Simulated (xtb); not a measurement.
CH8FNOSi2, SMILES C[Si@@H](O)[Si@H](N)F. All values are semi-empirical tight-binding results from xtb (GFN2-xTB unless named), good for trends rather than for accurate numbers. Geometry optimised at GFN2-xTB. The structure was generated by enumeration; whether it is a known compound was not checked. One conformer was computed; it need not be the lowest.

Optimised geometry:

Bonded distances (Å): C1–Si2 1.906, C1–H7 1.085, C1–H8 1.088, C1–H9 1.087, Si2–O3 1.639, Si2–Si4 2.295, Si2–H10 1.466, O3–H11 0.952, Si4–N5 1.717, Si4–F6 1.619, Si4–H12 1.475, N5–H13 1.007, N5–H14 1.005. Angles (°): Si2–C1–H7 111.3, Si2–C1–H8 111.7, Si2–C1–H9 111.4, H7–C1–H8 107.1, H7–C1–H9 107.6, H8–C1–H9 107.4, C1–Si2–O3 110.0, C1–Si2–Si4 110.5, C1–Si2–H10 109.4, O3–Si2–Si4 110.0, O3–Si2–H10 99.5, Si4–Si2–H10 116.9, Si2–O3–H11 122.6, Si2–Si4–N5 109.1, Si2–Si4–F6 110.7, Si2–Si4–H12 119.5, N5–Si4–F6 102.1, N5–Si4–H12 114.0, F6–Si4–H12 99.7, Si4–N5–H13 120.0, Si4–N5–H14 120.5, H13–N5–H14 110.7.

| Property | Result |
|---|---|
| orbital gap | 4.52 eV |
| dipole moment | 2.71 D |
| zero-point energy | 59.6 kcal/mol |
| G − E(el) at 298.15 K (modified RRHO) | 37.1 kcal/mol |
| static polarisability (D4 model) | 85.8 bohr³ |
| solvation energy, GFN2-xTB/ALPB(water) | -7.1 kcal/mol |
| solvation energy, GFN2-xTB/ALPB(toluene) | -3.9 kcal/mol |

Give the atomic charges and the Wiberg bond orders between heavy atoms. (An estimate is asked for; the answer gives what the named calculation found.)

charges (e) C1 -0.22, Si2 0.46, O3 -0.50, Si4 0.48, N5 -0.41, F6 -0.31, H7 0.02, H8 0.02, H9 0.02, H10 -0.07, H11 0.30, H12 -0.09, H13 0.16, H14 0.15. Bond orders C1–Si2 0.90, Si2–O3 1.17, Si2–Si4 0.77, Si4–N5 1.17, Si4–F6 1.06.
